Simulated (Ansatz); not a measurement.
CH4Mg (SMILES [CH3][MgH]) moved off its minimum; all values from Ansatz (a quantum-chemistry and plane-wave program), cores frozen in correlated methods.
(charge 0, multiplicity 1)
```xyz
6

Mg    -0.7505    -0.3959    -0.1862
H     -2.2989    -1.3027    -0.3736
C      1.0043     0.6537     0.1522
H      1.5528     0.2618     1.1393
H      1.0167     1.5481     0.2663
H      1.7628     0.2943    -0.6987
```

Question: Give the forces (eV/Å), the total energy and the dipole at CCSD(T)/def2-TZVPPD.

Answer: 
| atom | Fx | Fy | Fz |
|---|---|---|---|
| Mg1 | -0.829 | -0.376 | 0.052 |
| H2 | 0.632 | 0.335 | 0.028 |
| C3 | 2.638 | -12.667 | -0.676 |
| H4 | -1.154 | 0.430 | -1.831 |
| H5 | 0.126 | 11.254 | 0.840 |
| H6 | -1.414 | 1.024 | 1.587 |
Energy -240.0110 hartree, dipole 0.68 D.
